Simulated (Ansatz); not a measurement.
The cluster Te4. The state is a singlet with charge 0. Geometry PBE-D4/def2-SVP, basis def2-TZVP, Ansatz.

Cartesian coordinates in Å:
```
Te -0.390 0.728 1.750
Te 0.345 -1.774 0.690
Te -0.540 -0.658 -1.737
Te 0.585 1.705 -0.703
```

```csv
run,HOMO (eV),LUMO (eV)
A,-5.70,-3.20
B,-4.94,-3.61
C,-4.96,-3.83
D,-4.75,-3.86
```

In the def2 sets Te takes a core potential; there is no spin–orbit coupling. The structure comes from a short search, and lower isomers may exist.

The runs used B97M-V, PBE, PBE0, r2SCAN. Estimate which is which.

A PBE0 (25 % exact exchange); B B97M-V (0 % exact exchange); C r2SCAN (0 % exact exchange); D PBE (0 % exact exchange). Exact exchange lowers occupied and raises empty levels; among semilocal functionals meta-GGAs tend to open the gap a little, and such runs are hard to tell apart. The gap grows from 0.89 eV (PBE) to 2.51 eV (PBE0).
